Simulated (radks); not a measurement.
Valence configurations of Ge II (all share [Ar]). All-electron calculation, scalar-relativistic Kohn-Sham, PBEsol, spin-unpolarised, spherical densities, finite nucleus; Fermi nuclear charge, rms radius 4.0742 fm. Program: a radial shooting solver on a logarithmic mesh with Libxc functionals. Energies are relative to 3d10 4s2 4p1; eigenvalues in eV.

valence           E (eV)    e(3d)    e(4p)    e(4s)
3d10 4s2 4p1       0.000  -38.338  -11.257  -19.893
3d9.5 4s2 4p1.5   14.564  -43.458  -12.243  -21.349
3d10 4s1.5 4p1.5   4.342  -39.215  -11.660  -20.391
3d8 4s2 4p3       71.247  -59.638  -15.029  -25.465
3d9 4s2 4p2       31.238  -48.718  -13.195  -22.759
3d10 4s1 4p2       8.730  -40.067  -12.046  -20.868
3d8.5 4s2 4p2.5   50.107  -54.113  -14.122  -24.129
3d6.5 4s2 4p4.5   149.00  -76.959  -17.672  -29.312
3d8 4s1 4p4       81.755  -61.099  -15.656  -26.236
3d10 4p3          17.639  -41.710  -12.768        -

NIST lists [Ar] 3d10 4s2 4p1 as the ground configuration; this level of theory agrees among the configurations tried. The energies are those of spherical spin-averaged densities, not of single terms.
